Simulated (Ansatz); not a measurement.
Compare A (`OC(F)([SiH3])Cl`) with its isomer B (`O[SiH2]C(F)Cl`).

Gas-phase electronic energies from Ansatz, PBE0-D4/def2-TZVP geometries. CCSD(T)/CBS is the MP2 limit (def2-TZVPP, def2-QZVPP) plus CCSD(T) − MP2 in def2-TZVPP, frozen cores. Functionals use def2-TZVPP. B3LYP here is the variant with VWN-RPA as its local correlation; programs differ in this. Each species was taken in one conformer, which may not be the lowest.

Question: Which is lower in electronic energy at CCSD(T)/CBS, and by how much? (Estimate.)

Answer: Ansatz gave: B, by 134.5 kJ/mol.

Question: Give E(B) − E(A) in kJ/mol with HF/def2-TZVPP, CCSD(T)/def2-TZVPP, ωB97M-V, CCSD/def2-TZVPP, B2PLYP, B3LYP-D4, PBE0-D4. (Best estimate.)

Answer: Computed: HF/def2-TZVPP -139.5, CCSD(T)/def2-TZVPP -130.4, ωB97M-V -127.4, CCSD/def2-TZVPP -133.7, B2PLYP -132.4, B3LYP-D4 -127.8, PBE0-D4 -122.0. None reverses the order clearly.

Largest T1 diagnostic: 0.012.

From PBE to PBE0 (25 % exact exchange), in def2-TZVPP and without D4, E(B) − E(A) moves by −6.9 kJ/mol.
